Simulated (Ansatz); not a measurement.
Species: diiodo(methoxy)borane, CH3BI2O (charge 0, singlet). 
Structure (B3LYP-D3(BJ)/def2-TZVP (Ansatz, a program for electronic structure) minimum search):
```xyz
8

C     -3.0113    -0.3631    -0.1881
O     -1.9137     0.4666     0.2125
B     -0.6252     0.1862     0.0855
I      0.7876     1.6447     0.7868
I      0.0873    -1.6598    -0.7896
H     -3.9189     0.1781     0.0650
H     -2.9777    -1.3122     0.3455
H     -2.9696    -0.5476    -1.2608
```

Dipole moments at this geometry, in debye (magnitudes).

```tsv
level	program	dipole (D)
SVWN5/def2-TZVPD	Ansatz	2.46
PBE/def2-TZVPD	Ansatz	2.43
BLYP/def2-TZVPD	Ansatz	2.44
revPBE/def2-TZVPD	Ansatz	2.44
B97M-V/def2-TZVPD	Ansatz	2.39
B3LYP/def2-TZVPD	Ansatz	2.50
PBE0/def2-TZVPD	Ansatz	2.50
BHLYP/def2-TZVPD	Ansatz	2.57
r2SCANh/def2-TZVPD	Ansatz	2.52
r2SCAN0/def2-TZVPD	Ansatz	2.55
LC-wPBE/def2-TZVPD	Ansatz	2.63
wB97X-V/def2-TZVPD	Ansatz	2.59
CCSD(T)/def2-SVPD	Ansatz	2.54
```
